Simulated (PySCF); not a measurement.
# Working out the ionisation energy of Sb⁺

Sb⁺ [Kr] 4d10 5s2 5p2 (3P) → Sb²⁺ [Kr] 4d10 5s2 5p1 (2P). Calculation: PySCF 2.14, in aug-cc-pVQZ-DK3; the spin-free X2C one-electron Hamiltonian (Gaussian nucleus). Frozen: [Kr] 4d10. Energies in hartree (1 hartree = 27.21139 eV):

```csv
part,Sb⁺ (lower),Sb²⁺ (upper)
UHF,-6477.395428,-6476.807319
CCSD correlation,-0.060866,-0.047054
(T),-0.001596,-0.000655
```

Q: What does Hartree-Fock give?

A: (-6476.807319) − (-6477.395428) = 0.588109 hartree = 16.003 eV.

Q: What do CCSD and CCSD(T) give?

A: The CCSD correlation energies differ by 0.013812 hartree = 0.376 eV and the triples by 0.000941 hartree = 0.026 eV, so CCSD gives 16.379 eV and CCSD(T) 16.405 eV.

A first-order spin-orbit estimate adds -0.067 eV to CCSD(T) (valence), giving 16.338 eV against 16.626 ± 0.025 eV (measured; NIST Atomic Spectra Database, ionization energies).

What remains against the reference includes basis incompleteness, the frozen core and higher excitations.
